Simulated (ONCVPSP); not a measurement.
## platinum (Pt): variants of one ONCV potential

Base potential:

platinum, optimised norm-conserving Vanderbilt (ONCV), made with ONCVPSP 4.0.1 (PBE, scalar-relativistic). Core [Kr] 4d10, reference 4f14 5s2 5p6 5d9 6s0.5 (charge +0.5). Waves: 5s+6s: rc 1.55 bohr, ncon 4, nbas 8, qcut 6 1/bohr, 3 projectors, debl 0.7 Ha; 5p: rc 1.40 bohr, ncon 4, nbas 8, qcut 10.6 1/bohr, 2 projectors, debl 0.4 Ha; 5d: rc 2.25 bohr, ncon 4, nbas 9, qcut 8.1 1/bohr, 2 projectors, debl 1.5 Ha; 4f: rc 0.70 bohr, ncon 4, nbas 8, qcut 22 1/bohr, 2 projectors, debl 3.2 Ha. Local part: polynomial inside 0.55 bohr (lpopt 5, dvloc0 0 Ha). Core correction: Teter function, fcfact 4.5, rcfact 1.8.

In the p channel the program set the typed energies aside and used -2.205, 0.250 Ha.

Cutoffs, loose and tight: the cutoffs (Ha) at which the residual kinetic energy of the hardest occupied pseudo-wave falls to 1 and 0.1 mHa per electron. They do not see the model core or the augmentation charge, which bear on the density cutoff. Test errors are all-electron minus pseudo excitation energies from the reference, over the configurations 4f14 5s2 5p6 5d9 6s1; 4f14 5s2 5p6 5d9 6s0; 4f14 5s2 5p6 5d8 6s0; 4f13 5s2 5p6 5d10 6s0. A dash means not determined; rows that change the core or the reference have their own tests.

A true bound ghost makes a file unfit for plane-wave use even where its test errors are small: the radial tests pick states by their node count and pass the ghost by.

| change | outcome | cutoff, loose | cutoff, tight | bound ghosts | GHOST(+) flags above zero | largest test error (meV) |
| --- | --- | --- | --- | --- | --- | --- |
| base | generated, projector energies reset by the program | 235 Ha | 518 Ha | s, p | s, d | -637 |
| f: rc 0.62 | generated, projector energies reset by the program | 644 Ha | 769 Ha | s, p | s, d | -727 |
| f: rc 0.76 | generated, projector energies reset by the program | 218 Ha | 237 Ha | s, p | s, d | -552 |
| f: rc 0.8 | generated, projector energies reset by the program | 211 Ha | 227 Ha | s, p | s, d | -493 |
| f: rc 0.86 | generated, projector energies reset by the program | 199 Ha | 216 Ha | s, p | s, d | -392 |
| f: rc 1.04 | generated, projector energies reset by the program | 166 Ha | 184 Ha | s, p | s, d | +22 |

(1) What comes out with this change to the base: f: rc 0.48; local potential polynomial inside 0.48 bohr (lpopt 5, dvloc0 0 Ha)?

(2) What comes out with this change to the base: f: rc 0.94?

(3) What comes out with this change to the base: f: rc 0.54; local potential polynomial inside 0.54 bohr (lpopt 5, dvloc0 0 Ha)?

Answers

(1) outcome: generated, projector energies reset by the program; cutoff, loose: 1238 Ha; cutoff, tight: 1846 Ha; bound ghosts: s, p; GHOST(+) flags above zero: s, d, f; largest test error (meV): -721.

(2) outcome: generated, projector energies reset by the program; cutoff, loose: 186 Ha; cutoff, tight: 203 Ha; bound ghosts: s, p; GHOST(+) flags above zero: s, d; largest test error (meV): -236.

(3) outcome: generated, projector energies reset by the program; cutoff, loose: 944 Ha; cutoff, tight: 1248 Ha; bound ghosts: s, p; GHOST(+) flags above zero: s, d; largest test error (meV): -773.

Reading the sweep of the f radius (base included, trends over the rows without a ghost): Bound ghosts are found at 0.48, 0.54, 0.62, 0.7, 0.76, 0.8, 0.86, 0.94, 1.04 bohr. Every judged row has one, so this setting neither creates nor removes them.
